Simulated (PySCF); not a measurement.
## C2H5BO2

The system: C2H5BO2, a small molecule; neutral, singlet. The structure, one conformer, was relaxed in the gas phase by PBE0-D3(BJ)/def2-SVP. No frequency run checks that it is a minimum.

SMILES: C=CB(O)O

Coordinates in Å:
```
O1      1.583    0.046    0.708
B2      0.488   -0.682    0.340
O3      0.493   -2.018    0.591
C4     -0.777   -0.068   -0.356
C5     -0.930    1.229   -0.646
H6      1.507    0.980    0.495
H7      1.313   -2.290    1.019
H8     -1.592   -0.752   -0.620
H9     -0.158    1.974   -0.411
H10    -1.826    1.628   -1.132
```

Shieldings: GIAO PBE0/pcSseg-2. Shifts are against computed references at the same level: C TMS (σ 184.1 ppm), H TMS (σ 31.24 ppm). Core levels by delta-SCF with SCAN, pcX-2 on the ionised atom and pcseg-1 elsewhere, spin-free X2C; from the vacuum level, for chosen atoms.

**Question.** Give the shieldings and core levels atom by atom.

**Answer.** 
| atoms | bonded to | σ (ppm) | δ (ppm) | core level (eV) |
| --- | --- | --- | --- | --- |
| O1 | 1 B + 1 H | 229.4 | - | 1s 539.16 |
| B2 | 1 C + 2 O | 73.3 | - | 1s 197.20 |
| O3 | 1 B + 1 H | 214.4 | - | 1s 538.96 |
| C4 | 1 B + 1 C + 1 H | 38.5 | 145.6 | 1s 290.31 |
| C5 | 1 C + 2 H | 40.1 | 144.0 | 1s 290.78 |
| H6 | 1 O | 26.98 | 4.27 | - |
| H7 | 1 O | 27.59 | 3.65 | - |
| H8 | 1 C | 24.81 | 6.44 | - |
| H9 | 1 C | 25.25 | 5.99 | - |
| H10 | 1 C | 24.94 | 6.31 | - |

Values are those of this one static structure; atoms that internal rotation interchanges would show their mean in an NMR spectrum.

The core-hole states of C4, C5 are spin-contaminated (⟨S²⟩ 0.80, 0.79 against 0.75 for a pure doublet), so those values and differences from them are less sure.

**Question.** By CAM-B3LYP/def2-SVPD (TDDFT singlets, Tamm-Dancoff triplets, ionisation by delta-SCF), where does absorption start, and what does vertical ionisation take?

**Answer.** The first singlet with intensity lies at 6.89 eV (f 0.362); what lies below it is dark. The lowest singlet lies at 6.75 eV (f 0.000), the strongest of the first 6 at 6.89 eV (f 0.362), the lowest triplet at 4.03 eV; vertical ionisation takes 10.51 eV.
